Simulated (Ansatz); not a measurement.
```xyz
11

C    -0.207   -1.366    0.193
N     0.382   -0.252   -0.574
Ga   -0.076    1.564    0.233
F    -1.832    1.507    0.151
F     0.737    2.660   -0.873
F     0.629    1.378    1.834
H     0.043   -2.333   -0.246
H    -1.289   -1.239    0.213
H     0.166   -1.318    1.215
H     1.394   -0.337   -0.612
H     0.054   -0.265   -1.536
```

The species carries charge 0 and has multiplicity 1.

(1) List the B3LYP/def2-TZVPP orbital energies in eV (Ansatz). (Best estimate.)

## Answers

(1) Computed: Occupied: -10137.80, -1249.38, -1106.63, -1106.56, -1106.55, -670.02, -670.02, -670.02, -392.22, -278.86, -149.78, -103.17, -103.04, -103.04, -30.64, -30.44, -30.44, -26.80, -22.97, -22.96, -22.95, -22.77, -22.76, -20.02, -16.05, -14.66, -13.76, -12.68, -11.97, -11.32, -11.29, -11.01, -10.18, -10.17, -10.07, -10.06, -9.96, -9.77. Lowest empty: -0.90, 0.29, 0.85, 0.99, 1.99, 2.04, 2.56, 3.05.

B3LYP here is the variant with VWN-RPA as its local correlation; programs differ in this.
